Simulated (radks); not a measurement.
Q: The mean radii <r> (bohr) of the occupied orbitals of an atom or ion are listed with their occupations. All-electron calculation, scalar-relativistic Kohn-Sham, TASK exchange with Perdew-Wang LDA correlation, spin-unpolarised, spherical densities, finite nucleus; meta-GGA in the generalised Kohn-Sham scheme; Fermi nuclear charge, rms radius of each element as measured or else 0.836 A^(1/3) + 0.57 fm. Program: a radial shooting solver on a logarithmic mesh with Libxc functionals.

orbital  occ.      <r>
1s          2  0.02192
2s          2  0.09335
2p          6  0.08243
3s          2   0.2445
3p          6   0.2430
3d         10   0.2212
4s          2   0.5544
4p          6   0.5865
4d         10   0.6373
5s          2    1.341
5p          6    1.545
4f          7   0.8546
5d          1    2.261

Name the element and its charge.

A: Z = 64, gadolinium, charge +2: Gd2+ in [Xe] 4f7 5d1. The 1s radius gives Z: for a bare nucleus <r> = (2 gamma + 1)/(2Z) with gamma = sqrt(1 - (Z/c)^2), 0.02163 bohr for Z = 64, and screening makes it slightly larger (0.02192 here). The occupations add up to 62, and the charge is Z minus that.
